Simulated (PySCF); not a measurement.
## SrSn⁺: one state, many levels of theory

State: ⁴Σ⁻ (quartet), unpaired electrons σ ↑, π ↑↑. Set-up: basis Sr def2-SVPD with ECP28, Sn def2-SVPD with ECP28; scalar-relativistic core potentials; PySCF 2.14. De refers to Sr⁺ + Sn in their high-spin ground configurations, without counterpoise correction. The functionals are run spin-unrestricted. A positive dipole points towards Sn; it is taken about the centre of mass and depends on that origin.

```json
{"Level": "UHF", "Re (Å)": "3.118", "ωe (cm⁻¹)": "153", "De (eV)": "0.55", "μ (D)": "-12.72"}
{"Level": "UHF-MP2", "Re (Å)": "3.074", "ωe (cm⁻¹)": "157", "De (eV)": "0.95", "μ (D)": "n/a"}
{"Level": "UHF-SCS-MP2", "Re (Å)": "3.076", "ωe (cm⁻¹)": "157", "De (eV)": "0.80", "μ (D)": "n/a"}
{"Level": "PBE", "Re (Å)": "3.068", "ωe (cm⁻¹)": "150", "De (eV)": "1.42", "μ (D)": "-9.33"}
{"Level": "r²SCAN", "Re (Å)": "3.055", "ωe (cm⁻¹)": "157", "De (eV)": "1.49", "μ (D)": "-10.36"}
{"Level": "M06-L", "Re (Å)": "3.068", "ωe (cm⁻¹)": "158", "De (eV)": "1.70", "μ (D)": "-10.17"}
{"Level": "r²SCANh", "Re (Å)": "3.048", "ωe (cm⁻¹)": "159", "De (eV)": "1.43", "μ (D)": "-10.56"}
{"Level": "PBE0", "Re (Å)": "3.044", "ωe (cm⁻¹)": "159", "De (eV)": "1.31", "μ (D)": "-10.22"}
{"Level": "r²SCAN0", "Re (Å)": "3.040", "ωe (cm⁻¹)": "162", "De (eV)": "1.36", "μ (D)": "-10.85"}
{"Level": "ωB97X", "Re (Å)": "3.014", "ωe (cm⁻¹)": "172", "De (eV)": "1.13", "μ (D)": "-11.39"}
```

The bond length runs from 3.014 Å (ωB97X) to 3.118 Å (UHF). De spans 0.55 eV (UHF, mean field) to 1.70 eV (M06-L, meta-GGA).

Correlated steps freeze 4 core orbitals. Correlated levels converge slowly with the basis: in double zeta they bind strong bonds too weakly, by up to about 1 eV, and carry superposition errors of some tenths. These are scalar-relativistic numbers at best; spin–orbit coupling would shift them, the dissociation energy most. For an ion De counts to the pair picked by the measured ionisation energies or electron affinities, which need not be the lowest pair at this level. The state is the lowest determinant that a PBE0 search found; another state may lie lower at other levels.

The whole job (state search and all levels along the bond) took about 3.1 min on 1 thread of Oxide Virtual Turin-like (shared host), peak memory 0.86 GiB.
